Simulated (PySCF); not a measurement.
**Circular dichroism: `CC[Si@H]1C[C@H](Cl)CO1`, C5H11ClOSi**

Molfile (atoms numbered from 1):
```
C5H11ClOSi
     RDKit          3D

 19 19  0  0  0  0  0  0  0  0999 V2000
    2.8998    0.0819   -0.2021 C   0  0  0  0  0  0  0  0  0  0  0  0
    1.7890   -0.8315    0.2974 C   0  0  0  0  0  0  0  0  0  0  0  0
    0.2257    0.1279    0.7576 Si  0  0  1  0  0  4  0  0  0  0  0  0
   -0.8701    0.7291   -0.6858 C   0  0  0  0  0  0  0  0  0  0  0  0
   -2.2381    0.5198   -0.0667 C   0  0  2  0  0  0  0  0  0  0  0  0
   -2.5771    1.8866    1.0316 Cl  0  0  0  0  0  0  0  0  0  0  0  0
   -2.1793   -0.7600    0.7650 C   0  0  0  0  0  0  0  0  0  0  0  0
   -0.9093   -0.9106    1.3294 O   0  0  0  0  0  0  0  0  0  0  0  0
    2.5930    0.6001   -1.1068 H   0  0  0  0  0  0  0  0  0  0  0  0
    3.8017   -0.4863   -0.4217 H   0  0  0  0  0  0  0  0  0  0  0  0
    3.1407    0.8297    0.5482 H   0  0  0  0  0  0  0  0  0  0  0  0
    2.1388   -1.3638    1.1809 H   0  0  0  0  0  0  0  0  0  0  0  0
    1.5787   -1.5900   -0.4581 H   0  0  0  0  0  0  0  0  0  0  0  0
    0.4759    1.2021    1.7215 H   0  0  0  0  0  0  0  0  0  0  0  0
   -0.7409    1.7591   -1.0039 H   0  0  0  0  0  0  0  0  0  0  0  0
   -0.7760    0.0927   -1.5666 H   0  0  0  0  0  0  0  0  0  0  0  0
   -3.0614    0.4947   -0.7832 H   0  0  0  0  0  0  0  0  0  0  0  0
   -2.9220   -0.7483    1.5674 H   0  0  0  0  0  0  0  0  0  0  0  0
   -2.3788   -1.6238    0.1189 H   0  0  0  0  0  0  0  0  0  0  0  0
  1  2  1  0
  2  3  1  0
  3  4  1  0
  4  5  1  0
  5  6  1  0
  5  7  1  0
  7  8  1  0
  8  3  1  0
  1  9  1  0
  1 10  1  0
  1 11  1  0
  2 12  1  0
  2 13  1  0
  3 14  1  1
  4 15  1  0
  4 16  1  0
  5 17  1  6
  7 18  1  0
  7 19  1  0
M  END
```

Computed with TDDFT wB97X-D/def2-SVPD circular dichroism and optical rotation, one conformer, gas phase in PySCF 2.14.0. Geometry: GFN2-xTB.

The molecule is flexible and this is one conformer; a measurement averages over conformers.

**Question.** What are the CIP labels of the stereocentres?

**Answer.** Si3 S, C5 R.

**Question.** List the lowest 8 singlet excitations with oscillator and rotatory strengths.

**Answer.** Rotatory strengths R in 10⁻⁴⁰ esu² cm², velocity form and length form (origin at the centre of mass); f in length form.
```tsv
state	E (eV)	λ (nm)	f	R (velocity)	R (length)	main
1	7.42	167	0.0007	-2.2	-1.4	HOMO−2→LUMO+2 0.43, HOMO→LUMO+2 0.26
2	7.49	166	0.0008	-1.7	-1.6	HOMO−1→LUMO+2 0.44, HOMO−3→LUMO+2 0.24
3	7.50	165	0.002	+10.1	+9.3	HOMO→LUMO+1 0.41, HOMO→LUMO+3 0.21
4	7.92	157	0.019	-9.5	-9.5	HOMO→LUMO 0.61
5	8.02	155	0.041	+101.0	+96.6	HOMO→LUMO+2 0.30, HOMO−2→LUMO+2 0.10
6	8.10	153	0.002	+0.5	+1.3	HOMO−1→LUMO+1 0.38, HOMO→LUMO 0.09
7	8.20	151	0.028	-2.5	-3.3	HOMO→LUMO+3 0.33, HOMO→LUMO+1 0.12
8	8.34	149	0.022	-9.2	-8.3	HOMO−1→LUMO 0.41, HOMO−1→LUMO+1 0.24
```

Among the states computed, the strongest CD band (largest |R|) is state 5. The largest dissymmetry factor in size, g = 4R/(D+G), with D and G the electric and magnetic dipole strengths, is +0.043 for state 3 (velocity form, f = 0.003), among bands with |R| over 0.5. The mirror image has the same energies and oscillator strengths and all R with the opposite sign.
